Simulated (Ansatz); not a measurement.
Computed with Ansatz on PBE0-D4/def2-TZVP structures; ΔE is electronic, products minus reactants. CBS: MP2 limit from def2 TZ/QZ plus the TZ coupled-cluster correction, frozen cores. DFT in def2-TZVPP. One conformer a species, not always the lowest.

Reaction (ligand exchange at the Si–O bond): `FCO[SiH2]F` + `O[SiH](O)O` → `O[SiH](O)O[SiH2]F` + `OCF`

```json
{"level": "revPBE-D4", "ΔE (kcal/mol)": "-5.4"}
{"level": "B97M-V", "ΔE (kcal/mol)": "-6.2"}
{"level": "CAM-B3LYP-D4", "ΔE (kcal/mol)": "-6.1"}
{"level": "BHLYP", "ΔE (kcal/mol)": "-6.2"}
{"level": "LC-ωPBE", "ΔE (kcal/mol)": "-5.6"}
{"level": "CCSD/def2-SVP", "ΔE (kcal/mol)": "-6.3"}
{"level": "HF/CBS(def2)", "ΔE (kcal/mol)": "-7.3"}
{"level": "MP2/CBS(def2)", "ΔE (kcal/mol)": "-5.9"}
```

Question: What does CCSD(T)/CBS give? (Estimate.)

Answer: Ansatz gave: -6.1 kcal/mol. The listed levels differ from it by 0.7, -0.1, 0.0, -0.1, 0.5, -0.2, -1.2, 0.2 kcal/mol.

Largest T1 diagnostic among the species: 0.012.

In def2-TZVPP, CCSD(T) changes the Hartree–Fock value by +1.0 kcal/mol (the triples alone add +0.2 kcal/mol) and MP2 by +1.2 kcal/mol. Leaving LDA and LC-ωPBE aside and taking each functional with its dispersion term where it has one, the values, not all of them listed here, spread over 1.4 kcal/mol, from BHLYP-D4 to revPBE-D4.
